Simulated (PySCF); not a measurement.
## Eu⁴⁵⁺: ionisation energy

Eu⁴⁵⁺ [Ar] (1S) → Eu⁴⁶⁺ [Ne] 3s2 3p5 (2P), as a difference of total energies. Calculation: PySCF 2.14, in an uncontracted even-tempered set (18 s from 9.6 bohr⁻², ratio 2.5; 12 p from 12 bohr⁻², ratio 2.5; 4 d from 54 bohr⁻², ratio 2.7; 4 f from 80 bohr⁻², ratio 2.7); scalar relativity by spin-free X2C-1e. Correlated levels: outer shells: 1s2 frozen; virtual orbitals above 40 to 60 times the deepest correlated orbital energy dropped. The calculations carry no spin-orbit coupling.

```csv
method,ionisation energy (eV)
UHF,3876.0
MP2 (outer shells),3877.1
SCS-MP2 (outer shells),3876.9
CCSD (outer shells),3877.0
CCSD(T) (outer shells),3877.0
```

A first-order spin-orbit estimate (lowest level to lowest level, LS coupling) adds -50.724 eV.

Breit and QED terms and the two-electron picture change are absent.

For comparison: 3823 ± 4 eV (theoretical estimate listed by NIST; NIST Atomic Spectra Database, ionization energies).
